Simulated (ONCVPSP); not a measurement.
## Before and after: ONCV potential for nickel (Ni)

```
Element                 : nickel (Ni)
Generator               : ONCVPSP 4.0.1
Type                    : optimised norm-conserving Vanderbilt (ONCV)
Functional              : PW91
Relativity              : scalar-relativistic
Frozen core             : [Ne]
Valence charge          : 18
Reference configuration : 3s2 3p6 3d8 4s1 4p1
Partial waves           : 3s+4s: rc 1.20 bohr, ncon 5, nbas 9, qcut 11 1/bohr, 2 projectors; 3p+4p: rc 1.35 bohr, ncon 3, nbas 7, qcut 10.3 1/bohr, 2 projectors; 3d: rc 1.00 bohr, ncon 4, nbas 9, qcut 19.1 1/bohr, 2 projectors, debl 0.6 Ha
Local potential         : polynomial inside 0.80 bohr (lpopt 3, dvloc0 4 Ha)
Core correction         : Teter function fitted to the true core (icmod 2), fcfact 0.35
```

Change: all radii but the core radius scaled by about 0.75 (s 0.90, p 1.02, d 0.76 bohr); local potential polynomial inside 0.60 bohr (lpopt 3, dvloc0 4 Ha).

Cutoffs: the cutoffs (Ha) at which the residual kinetic energy of the hardest occupied pseudo-wave falls to 1 and 0.1 mHa per electron; they do not see the model core or the augmentation charge, which bear on the density cutoff. Errors are all-electron minus pseudo energies relative to the spin-unpolarised reference configuration.

Task: How do hardness, ghosts and transferability respond?

Result: The potential gets harder (116 Ha and 134 Ha → 143 Ha and 244 Ha); of the 4 tests that both files solve, the error grows in 1 and shrinks in 2 by more than 15 % and 0.3 meV (median size 1.0 → 0.5 meV); neither file shows a bound ghost. A smaller radius makes the pseudo-wave follow the all-electron one further in, where it bends more sharply, so more plane waves are needed.

| quantity | base | changed |
| --- | --- | --- |
| cutoff, loose | 116 Ha | 143 Ha |
| cutoff, tight | 134 Ha | 244 Ha |
| loose cutoff by channel | s 46 Ha, p 37 Ha, d 116 Ha | s 62 Ha, p 40 Ha, d 143 Ha |
| bound ghosts | none | none |
| GHOST(+) flags under 300 eV | p at 82.7 eV | none |
| error for 3s2 3p6 3d8 4s2 4p0, meV [ΔE -4.62 eV] | -0.3 | +0.3 |
| error for 3s2 3p6 3d8 4s1 4p0, meV [ΔE 4.77 eV] | -1.6 | -0.2 |
| error for 3s2 3p6 3d8 4s0 4p0, meV [ΔE 22.18 eV] | -2.2 | -0.7 |
| error for 3s2 3p6 3d9 4s0 4p0, meV [ΔE 1.73 eV] | +0.1 | +0.7 |
| rms error of d²Exc/dni dnj with the model core, mHa | 1.06 | 0.81 |
